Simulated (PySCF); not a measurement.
Compound: C6H8FN.
Cartesian coordinates in Å at the GFN2-xTB level; atoms count from 1:
```xyz
16
C6H8FN angstrom
C     -0.5658    2.2447    0.1789
C      0.2191    1.1821    0.0558
C     -0.2331   -0.1969   -0.1069
C     -1.6115   -0.5338   -0.4599
N     -2.4889    0.3360   -0.7157
C      0.6526   -1.2019    0.0602
C      2.0936   -1.1083    0.4295
F      0.2482   -2.4838   -0.1060
H     -0.1464    3.2305    0.2935
H     -1.6360    2.1569    0.1572
H      1.2935    1.3086    0.0823
H     -1.8062   -1.6138   -0.4924
H     -3.4033   -0.0404   -0.9551
H      2.6574   -0.5725   -0.3338
H      2.5023   -2.1117    0.5236
H      2.2171   -0.5868    1.3772
```

Method: PBE0/pcSseg-1 in PySCF (dipole) on a GFN2-xTB geometry, gas phase.

Masses are those of the commonest isotopes; rigid-rotor values at the optimised geometry. The values belong to one conformer with, in the numbering `[H]/[N:5]=[CH:4]/[C:3]([CH:2]=[CH2:1])=[C:6](/[CH3:7])[F:8]`, C1–C2–C3–C4 14°, C2–C3–C4–N5 4°.

What are A, B and C (MHz)?

Ia = 164.85, Ib = 313.63, Ic = 473.79 u·Å²; 505379 MHz·u·Å²/I gives A = 3066, B = 1611, C = 1067 MHz.

Classify the top.

An asymmetric top. Ray's parameter κ = (2B − A − C)/(A − C) = -0.455; −1 is the prolate and +1 the oblate limit.

Is it planar, by Δ = Ic − Ia − Ib?

Not planar: Δ = Ic − Ia − Ib = -4.69 u·Å². For a rigid frame Δ = −2 Σ m c², so Σ m c² = 2.35 u·Å² lies off the ab plane: 1.88 from hydrogen and 0.47 from heavier atoms. The atom farthest from that plane is 0.94 Å away.

Predict some low-J microwave lines.

The dipole components are |μa| = 1.72 D, |μb| = 0.53 D, |μc| = 0.17 D. The squared components, which scale the intensities, stand as 1.00 : 0.10 : 0.01 (a : b : c). Some lines, for components of 0.1 D or more:

| type | branch | J(Ka,Kc) | MHz | lower level (cm⁻¹) |
| --- | --- | --- | --- | --- |
| c | Q | 4(1,4) ← 4(0,4) | 311 | 0.840 |
| a | Q | 1(1,0) ← 1(1,1) | 545 | 0.138 |
| b | Q | 2(1,1) ← 2(0,2) | 2670 | 0.264 |
| c | Q | 4(2,3) ← 4(1,3) | 2763 | 1.028 |
| a | Q | 3(1,2) ← 3(1,3) | 3249 | 0.537 |
| b | Q | 3(1,2) ← 3(0,3) | 3863 | 0.516 |
| b | Q | 2(2,0) ← 2(1,1) | 4489 | 0.353 |
| b | R | 2(1,2) ← 1(0,1) | 6266 | 0.089 |
| b | R | 3(0,3) ← 2(1,2) | 6531 | 0.298 |
| b | Q | 3(2,2) ← 3(1,3) | 6886 | 0.537 |
| b | Q | 4(3,1) ← 4(2,2) | 7556 | 1.173 |
| b | Q | 3(3,0) ← 3(2,1) | 8131 | 0.786 |
| b | R | 3(1,3) ← 2(0,2) | 8182 | 0.264 |
| a | R | 3(1,2) ← 2(1,1) | 8760 | 0.353 |
| b | Q | 4(3,2) ← 4(2,3) | 9011 | 1.120 |
| a | R | 4(0,4) ← 3(0,3) | 9720 | 0.516 |
| b | R | 2(2,1) ← 1(1,0) | 10264 | 0.156 |
| c | R | 2(2,1) ← 1(1,1) | 10808 | 0.138 |
| b | R | 5(0,5) ← 4(1,4) | 11492 | 0.851 |
| a | R | 5(1,5) ← 4(1,4) | 11633 | 0.851 |
| c | R | 3(2,2) ← 2(1,2) | 14031 | 0.298 |
| a | R | 5(2,3) ← 4(2,2) | 14679 | 1.173 |
| c | R | 4(3,2) ← 3(2,2) | 19623 | 0.766 |
| c | R | 5(1,4) ← 4(0,4) | 19633 | 0.840 |
| c | R | 5(4,2) ← 4(3,2) | 25579 | 1.421 |
| b | R | 5(4,1) ← 4(3,2) | 25599 | 1.421 |
| b | R | 5(5,1) ← 4(4,0) | 28949 | 1.818 |
| c | R | 5(5,1) ← 4(4,1) | 28952 | 1.818 |

No frequency check. These are rigid-rotor constants of the computed structure; measured ground-state constants (B0) also hold zero-point vibration. A rigid rotor knows nothing of internal rotation, which can split or shift real lines. Quadrupole hyperfine structure (14N) is left out.

On one thread, Arm Neoverse V2 (shared host), this took 22 s wall. This is the PBE0/pcSseg-1 job that gave the dipole, with the shieldings it also computed.
